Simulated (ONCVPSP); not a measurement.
# u(r) = r·R(r): atom against pseudo-atom (beryllium)

Columns: radius, all-electron u(r) and pseudo u(r) of the 2s shell (level -5.61 eV) of beryllium in the configuration [He] 2s2; PBE, non-relativistic, ONCV scheme, ONCVPSP 4.0.1.

```
r (bohr)  all-electron  pseudo
   0.105       -0.2014  0.0266
   0.210       -0.2529  0.0540
   0.315       -0.2235  0.0833
   0.420       -0.1526  0.1157
   0.525       -0.0629  0.1523
   0.630        0.0326  0.1932
   0.735        0.1264  0.2376
   0.840        0.2140  0.2843
   0.945        0.2934  0.3321
   1.050        0.3634  0.3803
   1.155        0.4247  0.4281
   1.260        0.4776  0.4743
   1.365        0.5220  0.5171
   1.470        0.5582  0.5544
   1.575        0.5868  0.5847
   1.680        0.6083  0.6075
   1.785        0.6234  0.6232
   1.890        0.6327  0.6327
   1.995        0.6370  0.6370
   2.100        0.6368  0.6368
   2.205        0.6328  0.6328
   2.310        0.6254  0.6254
   2.415        0.6152  0.6152
   2.520        0.6027  0.6027
   2.625        0.5883  0.5883
   2.730        0.5723  0.5723
```

Question: How many radial nodes do the two functions have?

Answer: The all-electron 2s function has n − l − 1 = 1; the pseudo-wave has 0, since the states of the same l below it are removed with the core.

Question: At about which radius was the pseudo-wave matched?

Answer: 2.10 bohr. The columns agree to 0.0005 from 1.78 bohr on; several derivatives are matched, so the curves merge somewhat inside the radius.

Question: Where does each function peak?

Answer: Outermost all-electron maximum near 2.00 bohr, pseudo maximum near 2.00 bohr (to the table’s step).

Question: Is the pseudo-wave norm-conserving?

Answer: Yes: the ONCV scheme keeps the norm inside the radius equal to the all-electron one, which fixes the energy derivative of the logarithmic derivative at the level.
